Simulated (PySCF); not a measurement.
Species: C₅H₆FP.
Numbering: `[CH3:1][c:2]1[cH:3][cH:4][pH:5][c:6]1[F:7]`

Geometry (GFN2-xTB, Å), atoms numbered from 1 in this order:
```
atom  x, y, z in Å
C1    -1.9091   -0.1870   -0.0999
C2    -0.4424    0.0419    0.0385
C3     0.4945   -1.0247    0.3110
C4     1.7834   -0.6491    0.3819
P5     1.9735    1.1428    0.2631
C6     0.1966    1.2223   -0.1002
F7    -0.4223    2.3896   -0.3553
H8    -2.1033   -0.9266   -0.8760
H9    -2.3173   -0.5665    0.8366
H10   -2.4170    0.7393   -0.3561
H11    0.1521   -2.0412    0.4240
H12    2.6111   -1.3066    0.5835
H13    2.3958    1.1663   -1.0689
```

NICS = −σ at a ghost point: NICS(0) at the centroid of the ring atoms, NICS(1) 1 Å to either side along the normal of their mean plane, zz for the tensor component along that normal. Level: GIAO PBE0/pcSseg-1 (PySCF, non-relativistic, gas phase) on the GFN2-xTB geometry, one conformer.

Ring bond lengths (Å), with Mayer bond orders in brackets: C2–C3 1.446 (1.10), C3–C4 1.344 (1.74), C4–P5 1.806 (1.00), P5–C6 1.815 (0.98), C6–C2 1.349 (1.66).

Give the NICS values of each ring in ppm.

```tsv
ring	type	NICS(0)	NICS(1), two faces	NICS(1)zz, two faces	rms pucker (Å)	centre to ring atoms, mean (Å)
C2–C3–C4–P5–C6	5-membered ring with P; bonds drawn aromatic by RDKit's count	-5.0	-5.3 / -5.1	-8.2 / -9.4	0.04	1.31
```

What do they say, and how far can they be read as aromaticity?

- C2–C3–C4–P5–C6: mean NICS(1)zz -8.8 ppm, shielded. A hydrogen on P5, outside the ring, lies 1.87 Å from a NICS(1) probe.

What does the geometric index give? HOMA = 1 − mean of α(R − Ropt)² over the ring bonds, with Krygowski's 1993 parameters (CC: Ropt 1.388 Å, α 257.7 Å⁻²; CP: Ropt 1.698 Å, α 118.91 Å⁻²).

- C2–C3–C4–P5–C6: HOMA 0.05; the largest term is that of P5–C6, α(R − Ropt)² = 1.64.

What field does 14.1 T along the ring normal induce along that normal at the first NICS(1) probe listed for ring C2–C3–C4–P5–C6, 1 Å off the ring?

NICSzz × B0 = -8.2 ppm × 14.1 T = -116 μT, against the applied field.

Give the inner angles of the rings and the Hirshfeld charges of the ring atoms.

- C2–C3–C4–P5–C6: C2 111.0° (-0.025 e), C3 115.2° (-0.052 e), C4 112.0° (-0.116 e), P5 87.3° (+0.128 e), C6 113.9° (+0.019 e); sum 539.3° against 540° for a flat convex ring.

What are the shieldings of the ring atoms and their hydrogens in the same run (means over atoms taken as equivalent)?

```csv
atoms,environment,σ isotropic (ppm),"principal values of the symmetric part, first atom (ppm)"
C2,unsaturated ring carbon,52.5,"-41.2, 56.6, 142.0"
C3,unsaturated ring CH carbon,37.6,"-64.2, 40.4, 136.7"
C4,unsaturated ring CH carbon,61.5,"-45.1, 71.1, 158.5"
P5,ring phosphorus,415.0,"351.5, 423.4, 470.3"
C6,unsaturated ring carbon,5.7,"-69.0, 27.7, 58.4"
H11,hydrogen on carbon,24.68,"22.4, 23.9, 27.7"
H12,hydrogen on carbon,25.48,"23.7, 26.0, 26.8"
H13,hydrogen on phosphorus,26.60,"22.3, 24.1, 33.4"
```
